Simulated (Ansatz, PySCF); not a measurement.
Pair of molecules: C2H2 (SMILES C#C) (first 4 atoms) with CH5N (SMILES CN); geometry from B3LYP-D3(BJ)/def2-TZVP.
(charge 0, multiplicity 1):
```tsv
atom	x (Å)	y (Å)	z (Å)
C	0.2561	-0.6522	0.0355
C	-0.0976	0.4239	0.4223
H	0.5681	-1.6084	-0.3081
H	-0.4164	1.3766	0.7690
C	-0.5878	0.4540	4.0345
N	0.5941	-0.3644	3.7790
H	-0.7301	0.5631	5.1111
H	-1.4686	-0.0551	3.6401
H	-0.5616	1.4639	3.5983
H	1.4288	0.0894	4.1297
H	0.7205	-0.4967	2.7827
```

Basis-set superposition error: the interaction energy with monomers in their own basis, and in the dimer's basis (counterpoise).

Run with Ansatz (a quantum-chemistry and plane-wave program); PySCF for 6-31G* rows, M06-2X. 

```tsv
level	uncorrected (meV)	counterpoise (meV)	difference
HF/aug-cc-pVDZ	8.2	17.3	9.1
PBE/def2-TZVPPD	-45.5	-41.8	3.7
revPBE/def2-TZVPPD	6.3	10.7	4.4
B97M-V/def2-TZVPPD	-76.0	-72.1	3.9
B3LYP/def2-TZVPPD	-10.7	-7.6	3.1
PBE0/def2-TZVPPD	-40.6	-37.9	2.7
M06-2X/def2-TZVPPD	-69.4	-66.7	2.7
MP2/6-31G*	-80.9	-28.4	52.5
MP2/aug-cc-pVDZ	-102.2	-60.7	41.5
CCSD(T)/aug-cc-pVDZ	-96.6	-53.5	43.1
```

The error is largest for MP2/6-31G* (52.5 meV) and smallest for M06-2X/def2-TZVPPD (2.7 meV).
